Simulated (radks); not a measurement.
Values are calculated unless marked as measured or tabulated.
The argon ion Ar+, 17 electrons, occupied as [Ne] 3s2 3p5 (the NIST ground configuration). Level of theory: non-relativistic Kohn-Sham, LDA (Slater exchange, Perdew-Wang correlation), spin-polarised, spherical densities, point nucleus; open shells are filled with parallel spins first (a radial shooting solver on a logarithmic mesh with Libxc functionals).

Normalised radial functions P(r) = r R(r), r in bohr:

r,3s up
0.004521,0.0600
0.005097,0.0669
0.005747,0.0746
0.006479,0.0829
0.007306,0.0921
0.008237,0.1021
0.009287,0.1128
0.01047,0.1244
0.01181,0.1368
0.01331,0.1499
0.01501,0.1636
0.01692,0.1777
0.01908,0.1921
0.02151,0.2065
0.02426,0.2204
0.02735,0.2333
0.03083,0.2446
0.03477,0.2537
0.0392,0.2595
0.0442,0.2612
0.04983,0.2576
0.05618,0.2475
0.06335,0.2297
0.07142,0.2031
0.08053,0.1667
0.0908,0.1200
0.1024,0.0629
0.1154,-0.0042
0.1301,-0.0795
0.1467,-0.1605
0.1654,-0.2433
0.1865,-0.3229
0.2103,-0.3929
0.2371,-0.4463
0.2674,-0.4758
0.3015,-0.4746
0.3399,-0.4370
0.3832,-0.3600
0.4321,-0.2436
0.4872,-0.0916
0.5493,0.0876
0.6193,0.2819
0.6983,0.4762
0.7873,0.6537
0.8877,0.7984
1.001,0.8969
1.128,0.9409
1.272,0.9288
1.435,0.8659
1.617,0.7635
1.824,0.6367
2.056,0.5012
2.318,0.3714
2.614,0.2579
2.947,0.1668
3.323,0.0998
3.747,0.0548
4.224,0.0274
4.763,0.0123
5.37,0.0049

3s up: eigenvalue -36.865 eV, 2 radial nodes at r = 0.115, 0.519 bohr, <r> = 1.37 bohr, 90 % of the charge inside 2.07 bohr.
